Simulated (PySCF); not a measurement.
## Electron correlation in I⁷⁺ (iodine, charge +7)

Starting occupation: [Kr] 4d10. Computed with PySCF 2.14 in x2c-TZVPPall-2c with one added diffuse shell each of s, p, d, f type (9s10p6d3f, 90 functions), with X2C-1e with screened-nucleus spin-orbit coupling, Gaussian nucleus. Frozen: [Ar] 3d10; 18 electrons correlated; the 6 highest virtual spinors left out.

MP2 pair energies summed by pair of shells (mhartree):

```json
{"pair": "4d3/2-4d5/2", "energy": "-120.32", "share (%)": "31.2"}
{"pair": "4d5/2-4d5/2", "energy": "-90.86", "share (%)": "23.5"}
{"pair": "4d3/2-4d3/2", "energy": "-39.97", "share (%)": "10.4"}
{"pair": "4d5/2-4p3/2", "energy": "-27.47", "share (%)": "7.1"}
{"pair": "4d3/2-4p3/2", "energy": "-18.34", "share (%)": "4.8"}
{"pair": "4p3/2-4p3/2", "energy": "-14.16", "share (%)": "3.7"}
{"pair": "4d5/2-4p1/2", "energy": "-13.71", "share (%)": "3.6"}
{"pair": "4p1/2-4p3/2", "energy": "-13.17", "share (%)": "3.4"}
{"pair": "4d5/2-4s1/2", "energy": "-12.71", "share (%)": "3.3"}
{"pair": "4d3/2-4p1/2", "energy": "-9.00", "share (%)": "2.3"}
{"pair": "4d3/2-4s1/2", "energy": "-8.39", "share (%)": "2.2"}
{"pair": "4p3/2-4s1/2", "energy": "-7.86", "share (%)": "2.0"}
{"pair": "4p1/2-4s1/2", "energy": "-3.96", "share (%)": "1.0"}
{"pair": "4p1/2-4p1/2", "energy": "-3.56", "share (%)": "0.9"}
{"pair": "4s1/2-4s1/2", "energy": "-2.54", "share (%)": "0.7"}
```

Total MP2 correlation energy: -386.02 mhartree.

The virtual space was cut to 110 spinors, which keep -386.01 of the -386.02 mhartree of MP2 correlation.

| level | correlation energy (mhartree) |
| --- | --- |
| CCSD | -373.48 |

Diagnostics: T1 = 0.0020, largest double amplitude 0.016.

Cost of the coupled-cluster step: 150 s of wall time on 4 threads of Neoverse-V2 (shared host), for 18 occupied and 110 virtual spinors.

This basis was not built for core-valence correlation, so the inner-shell part is incomplete.
